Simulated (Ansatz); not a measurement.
`CC([SeH])[TeH]` + `BN` → `NB[SeH]` + `CC[TeH]`  (formal exchange of groups at the Se–C bond)

Calculated with Ansatz (gas phase, PBE0-D4/def2-TZVP geometries, no zero-point term in ΔE). CCSD(T)/CBS is the MP2 limit (def2-TZVPP, def2-QZVPP) plus CCSD(T) − MP2 in def2-TZVPP, frozen cores. This one scheme is used for every species. DFT in def2-TZVPP. Elements past krypton have def2 core potentials. For Se, Te outer-core shells are correlated without core-valence functions, which leaves a few kJ/mol of doubt a bond. Scalar relativity is left out up to krypton. Each species was taken in one conformer, which may not be the lowest.

```csv
level,ΔE (eV)
PBE0-D4,-1.13
MP2/CBS(def2),-1.01
```

(1) What does CCSD(T)/CBS give? (Estimate.)

Largest T1 diagnostic among the species: 0.012.

## Answers

(1) Ansatz gave: -1.05 eV. The listed levels differ from it by -0.08, 0.04 eV.

From PBE to PBE0 (25 % exact exchange), in def2-TZVPP and without D4, ΔE moves by −0.04 eV. Leaving LDA and LC-ωPBE aside and taking each functional with its dispersion term where it has one, the values, not all of them listed here, spread over 0.16 eV, from r2SCAN0-D4 to BLYP-D4. At CCSD(T), def2-SVP lies −0.07 eV from the extrapolated value and def2-TZVPP −0.00 eV.
